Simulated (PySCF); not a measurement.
# BSb⁻: from constants to spectrum

M06-2X constants of BSb⁻, ²Σ⁺ (doublet), unpaired electrons σ ↑ (B def2-SVPD, Sb def2-SVPD with ECP28; scalar-relativistic core potentials (PySCF 2.14); masses 11.0093 and 120.9038 u):

| Quantity | Value |
| --- | --- |
| ωe | 754.9 cm⁻¹ |
| ωexe | 4.26 cm⁻¹ |
| Be | 0.41729 cm⁻¹ |
| αe | 0.00296 cm⁻¹ |
| D (centrifugal) | 5.1e-07 cm⁻¹ |

Question: Give the vibrational terms G(v) and spacings up to v = 6.

Answer: G(v) = ωe(v+½) − ωexe(v+½)².

```
v  G(v) (cm⁻¹)  G(v) − G(v−1)  Bv (cm⁻¹)
0          376                    0.4158
1         1123            746     0.4128
2         1861            738     0.4099
3         2590            729     0.4069
4         3311            721     0.4040
5         4023            712     0.4010
6         4727            704     0.3981
```

These are scalar-relativistic numbers at best; spin–orbit coupling would shift them, the dissociation energy most. The state was picked by a PBE0 search and need not be the measured ground state.
